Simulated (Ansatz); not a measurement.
`CC(Cl)[SiH2]N` + H₂ → `CC[SiH2]N` + HCl  (hydrogenolysis of a C–Cl bond)

Computed with Ansatz on PBE0-D4/def2-TZVP structures; ΔE is electronic, products minus reactants. CCSD(T)/CBS adds triple-zeta CCSD(T) − MP2 to the extrapolated MP2 energy (def2 sets, frozen cores). This one scheme is used for every species. Functionals use def2-TZVPP. B3LYP here is the variant with VWN-RPA as its local correlation; programs differ in this. Each species was taken in one conformer, which may not be the lowest.

```json
{"level": "PBE-D4", "ΔE (kJ/mol)": "-66.2", "difference from CCSD(T)/CBS": "5.2"}
{"level": "r2SCAN-D4", "ΔE (kJ/mol)": "-69.1", "difference from CCSD(T)/CBS": "2.3"}
{"level": "PBE0-D4", "ΔE (kJ/mol)": "-72.9", "difference from CCSD(T)/CBS": "-1.5"}
{"level": "B3LYP-D4", "ΔE (kJ/mol)": "-69.6", "difference from CCSD(T)/CBS": "1.8"}
{"level": "PBE", "ΔE (kJ/mol)": "-73.6", "difference from CCSD(T)/CBS": "-2.2"}
{"level": "r2SCAN", "ΔE (kJ/mol)": "-71.0", "difference from CCSD(T)/CBS": "0.4"}
{"level": "PBE0", "ΔE (kJ/mol)": "-79.4", "difference from CCSD(T)/CBS": "-8.0"}
{"level": "HF/def2-TZVPP", "ΔE (kJ/mol)": "-93.9", "difference from CCSD(T)/CBS": "-22.5"}
{"level": "MP2/def2-TZVPP", "ΔE (kJ/mol)": "-70.3", "difference from CCSD(T)/CBS": "1.1"}
{"level": "HF/CBS(def2)", "ΔE (kJ/mol)": "-94.2", "difference from CCSD(T)/CBS": "-22.8"}
{"level": "CCSD(T)/CBS", "ΔE (kJ/mol)": "-71.4", "difference from CCSD(T)/CBS": "0"}
```

Largest T1 diagnostic among the species: 0.010.

From PBE to PBE0 (25 % exact exchange), in def2-TZVPP and without D4, ΔE moves by −5.8 kJ/mol. The D4 term adds +12.0 kJ/mol with B3LYP and +6.5 kJ/mol with PBE0; it sums over pairs of atoms, weighted by their polarisabilities, and B3LYP, whose exchange is more repulsive, gets the larger term. In def2-TZVPP, CCSD(T) changes the Hartree–Fock value by +18.0 kJ/mol (the triples alone add +6.2 kJ/mol) and MP2 by +23.6 kJ/mol.
